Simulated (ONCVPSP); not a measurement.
# An all-electron radial function and its pseudo partner (antimony (Sb))

Columns: radius, all-electron u(r) and pseudo u(r) of the 4p shell (level -101.61 eV) of antimony in the configuration [Ar] 3d10 4s2 4p6 4d10 5s2 5p3; LDA (Perdew-Wang 92), scalar-relativistic, ONCV scheme, ONCVPSP 4.0.1.

```json
{"r (bohr)": "0.078", "all-electron": "0.4158", "pseudo": "0.0359"}
{"r (bohr)": "0.155", "all-electron": "-0.2879", "pseudo": "0.1364"}
{"r (bohr)": "0.232", "all-electron": "-0.6889", "pseudo": "0.2886"}
{"r (bohr)": "0.310", "all-electron": "-0.5123", "pseudo": "0.4752"}
{"r (bohr)": "0.388", "all-electron": "-0.0448", "pseudo": "0.6712"}
{"r (bohr)": "0.465", "all-electron": "0.4451", "pseudo": "0.8519"}
{"r (bohr)": "0.542", "all-electron": "0.8358", "pseudo": "1.0015"}
{"r (bohr)": "0.620", "all-electron": "1.0925", "pseudo": "1.1091"}
{"r (bohr)": "0.698", "all-electron": "1.2193", "pseudo": "1.1664"}
{"r (bohr)": "0.775", "all-electron": "1.2460", "pseudo": "1.1750"}
{"r (bohr)": "0.852", "all-electron": "1.2052", "pseudo": "1.1420"}
{"r (bohr)": "0.930", "all-electron": "1.1210", "pseudo": "1.0751"}
{"r (bohr)": "1.008", "all-electron": "1.0142", "pseudo": "0.9855"}
{"r (bohr)": "1.085", "all-electron": "0.9005", "pseudo": "0.8846"}
{"r (bohr)": "1.162", "all-electron": "0.7875", "pseudo": "0.7798"}
{"r (bohr)": "1.240", "all-electron": "0.6793", "pseudo": "0.6761"}
{"r (bohr)": "1.318", "all-electron": "0.5803", "pseudo": "0.5793"}
{"r (bohr)": "1.395", "all-electron": "0.4930", "pseudo": "0.4927"}
{"r (bohr)": "1.472", "all-electron": "0.4162", "pseudo": "0.4162"}
{"r (bohr)": "1.550", "all-electron": "0.3488", "pseudo": "0.3488"}
{"r (bohr)": "1.628", "all-electron": "0.2911", "pseudo": "0.2911"}
{"r (bohr)": "1.705", "all-electron": "0.2426", "pseudo": "0.2426"}
{"r (bohr)": "1.782", "all-electron": "0.2016", "pseudo": "0.2016"}
{"r (bohr)": "1.860", "all-electron": "0.1667", "pseudo": "0.1667"}
{"r (bohr)": "1.938", "all-electron": "0.1376", "pseudo": "0.1375"}
{"r (bohr)": "2.015", "all-electron": "0.1135", "pseudo": "0.1135"}
```

**Question.** How many radial nodes do the two functions have?

**Answer.** The all-electron 4p function has n − l − 1 = 2; the pseudo-wave has 0, since the states of the same l below it are removed with the core.

**Question.** At about which radius was the pseudo-wave matched?

**Answer.** 1.55 bohr. The columns agree to 0.0005 from 1.40 bohr on; several derivatives are matched, so the curves merge somewhat inside the radius.

**Question.** Is the pseudo-wave norm-conserving?

**Answer.** Yes: the ONCV scheme keeps the norm inside the radius equal to the all-electron one, which fixes the energy derivative of the logarithmic derivative at the level.
